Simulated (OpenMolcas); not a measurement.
An OpenMolcas run meant for Ta²⁺ (ANO-RCC-VTZP, DKH4; inactive shells 1s 2s 2p 3s 3p 3d 4s 4p 4d 4f 5s 5p; intended active space 3 electrons in 5 orbitals (5d)). One step of its input:

```
&CASPT2
Multistate=10 1 2 3 4 5 6 7 8 9 10
Frozen=34 36
IPEA=0.25
Imaginary=0.1
MaxIter=60
WThr=0.0 0.3 0.05
PrWF=0.5
NoMix
```

Lines from the output:

```
|       MOLCAS_SOURCE = <dir>
  |    MOLCAS_STRUCTURE = 0
  |
   -----------------------------------------------------------------------------------------
++ ---------   Input file   ---------
>>> COPY JOB001 $Project.JobIph
&CASPT2
Multistate=10 1 2 3 4 5 6 7 8 9 10
Frozen=34 36
IPEA=0.25
Imaginary=0.1
MaxIter=60
WThr=0.0 0.3 0.05
PrWF=0.5
NoMix
-- ----------------------------------
>>> COPY JOB001 a.JobIph
*** symbolic link created: INPORB -> a.RasOrb
--- Start Module: caspt2 at  ---
()()()()()()()()()()()()()()()()()()()()()()()()()()()()()()()()()()()()()()()()()()()()()()()()()()
                                              &CASPT2
                                   only a single process is used
                       available to each process: 2.3 GB of memory, 1 thread
()()()()()()()()()()()()()()()()()()()()()()()()()()()()()()()()()()()()()()()()()()()()()()()()()()
 ###    WARNING: User changed nr of frozen orbitals.                         ###
 ###    ERROR: Too many frozen orbitals!                                     ###
--- Stop Module: caspt2 at  /rc=_RC_INPUT_ERROR_ ---
.####################.
.# User input error #.
.####################.
```

Problem. What is wrong with the input?

Solution. More orbitals are frozen than there are inactive ones.
